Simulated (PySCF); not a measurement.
**Computed vibrations of [La(H2O)2]3+**

[La(H2O)2]3+ (singlet). PySCF 2.14.0, RKS PBE0, La def2-SVP with ECP46, O def2-SVP, H def2-SVP; non-relativistic Hamiltonian with scalar-relativistic core potentials where named; density fitting; no spin-orbit coupling. Central differences of gradients.

```xyz
7

La    0.0000    0.0000    0.0000
O     0.0000    0.0000    2.4122
H     0.5436    0.5436    3.0340
H    -0.5436   -0.5436    3.0340
O     0.0000    0.0000   -2.4122
H     0.5436   -0.5436   -3.0340
H    -0.5436    0.5436   -3.0340
```

Run from Python with OMP_NUM_THREADS=2. Where DIIS fails, smearing, a level shift and second-order steps follow.
It took 22 s on 2 threads of Arm Neoverse V2, on a shared host.

Q: What are the harmonic wavenumbers and infrared intensities?

A: Modes are labelled in D2d; negative numbers are unstable modes, those under 60 cm⁻¹ near the noise; a finer grid moves soft modes by up to 10 cm⁻¹.
```json
{"cm⁻¹": "-66", "km/mol": "–", "symmetry": "e"}
{"cm⁻¹": "-66", "km/mol": "–", "symmetry": "e"}
{"cm⁻¹": "143", "km/mol": "0.0", "symmetry": "b1"}
{"cm⁻¹": "391", "km/mol": "0.0", "symmetry": "a1"}
{"cm⁻¹": "395", "km/mol": "77.5", "symmetry": "b2"}
{"cm⁻¹": "613", "km/mol": "63.4", "symmetry": "e"}
{"cm⁻¹": "613", "km/mol": "63.4", "symmetry": "e"}
{"cm⁻¹": "706", "km/mol": "414.6", "symmetry": "e"}
{"cm⁻¹": "706", "km/mol": "414.6", "symmetry": "e"}
{"cm⁻¹": "1671", "km/mol": "285.6", "symmetry": "b2"}
{"cm⁻¹": "1674", "km/mol": "0.0", "symmetry": "a1"}
{"cm⁻¹": "3559", "km/mol": "1287.9", "symmetry": "b2"}
{"cm⁻¹": "3572", "km/mol": "0.0", "symmetry": "a1"}
{"cm⁻¹": "3593", "km/mol": "429.9", "symmetry": "e"}
{"cm⁻¹": "3593", "km/mol": "429.9", "symmetry": "e"}
```

Q: Is this a minimum?

A: No: 2 unstable; the lowest moves the atoms so:
```
La   0.09  0.01  0.00
O   -0.33 -0.03  0.00
H   -0.43 -0.02  0.09
H   -0.43 -0.02 -0.09
O   -0.33 -0.03  0.00
H   -0.43 -0.05 -0.07
H   -0.43 -0.05  0.07
```
